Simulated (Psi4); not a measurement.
Pair of molecules, SMILES [GaH3] with SMILES O (the first has 4 atoms); geometry from B3LYP-D3(BJ)/def2-TZVP, rigid monomers moved along the line of their centres of mass till Ga1···O5 is 2.00 Å.
(charge 0, multiplicity 1):
```xyz
7

Ga     0.39670    -0.37608     0.68516
H      1.88290    -0.09762     1.12265
H     -0.22924    -1.81110     0.85260
H     -0.28719     0.62613    -0.33038
O     -0.44658     0.39308     2.33173
H     -1.40831     0.32073     2.29322
H     -0.24183     1.33196     2.42251
```

These are SAPT0/aug-cc-pVDZ run with Psi4 1.11 values and carry that method's errors.

### Question
Give the four SAPT terms and the total, and say what mostly holds the pair together.

### Answer
electrostatics -218.6, exchange 261.7, induction -73.7, dispersion -31.4, total -61.9 kJ/mol; the largest attraction is electrostatics.
